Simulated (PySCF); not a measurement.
Gas-phase equilibrium of 1 mol H₂S, 16 mol H₂ at 1600 K and 1.00 bar, among 9 species (S₂, S₆, H₂S₂, H, H₂S, SH, H₂, S₈, S). Only gases are allowed; each row takes one source of thermochemistry for all species, and Cantera finds the minimum.

Energies from PySCF, thermal terms from the rigid-rotor harmonic-oscillator model, ideal gas at 1 bar. † marks an energy on the PBE0/def2-TZVP geometry and frequencies; other levels use their own. 6-31G* has spherical d functions here. Open shells (unrestricted) among the columns below: S₂ (multiplicity 3), SH (multiplicity 2, electronic degeneracy 4), S (multiplicity 3, electronic degeneracy 9); the rest are closed-shell singlets. Spin-orbit splitting is ignored; it lowers the true energy and changes the entropy of SH, S. B3LYP is the form with VWN-RPA correlation. The harmonic model lacks anharmonicity and excited electronic states, which grow with temperature; levels with a mode under 35 cm⁻¹ are left out.

Molecules larger than those listed are left out.

With B3LYP/6-31G* thermochemistry: H₂ 0.95, H₂S 0.045, S 2.6e-5, SH 0.0017, S₂ 0.0058.

### Question
How far does the composition move with the other sources (BLYP/def2-TZVP†, HF/6-31G*, HF/def2-TZVP†, M06-2X/def2-TZVP†, PBE/def2-TZVP†)?

### Answer
| thermochemistry | x H₂ | x H₂S | x S | x SH | x S₂ |
|---|---|---|---|---|---|
| B3LYP/6-31G* | 0.95 | 0.045 | 2.6e-5 | 0.0017 | 0.0058 |
| BLYP/def2-TZVP† | 0.95 | 0.041 | 5.7e-6 | 0.00088 | 0.0080 |
| HF/6-31G* | 0.94 | 0.011 | 0.026 | 0.019 | 0.00012 |
| HF/def2-TZVP† | 0.94 | 0.025 | 0.010 | 0.021 | 0.00060 |
| M06-2X/def2-TZVP† | 0.94 | 0.055 | 3.6e-6 | 0.00060 | 0.0014 |
| PBE/def2-TZVP† | 0.94 | 0.052 | 1.0e-6 | 0.00037 | 0.0032 |
The most sensitive of these is S: it spans a factor of 10^4.4 over these rows; at this temperature one factor of ten is RT ln 10 = 31 kJ/mol.
